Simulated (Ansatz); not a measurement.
This triplet lies 0.53 eV above the relaxed singlet at the level frozen-core CCSD(T)/cc-pVTZ // B3LYP-D3(BJ)/def2-TZVP (Ansatz, a first-principles code); other levels give the other order.

Species: C4H4, SMILES `C1=CC=C1` (triplet; the order of the spin states depends on the level) (charge 0, multiplicity 3).

Task: Give a relaxed geometry from B3LYP-D3(BJ)/def2-TZVP run with Ansatz.

Result: the end point of this relaxation (outside a Z-matrix the atoms follow the SMILES, hydrogens last).
Cartesian coordinates (Å) in one orientation:
```xyz
8

C     -0.251    -0.985     0.003
C     -0.985     0.251     0.006
C      0.251     0.985    -0.003
C      0.985    -0.251    -0.006
H     -0.518    -2.030     0.007
H     -2.030     0.518     0.012
H      0.518     2.030    -0.007
H      2.030    -0.518    -0.012
```
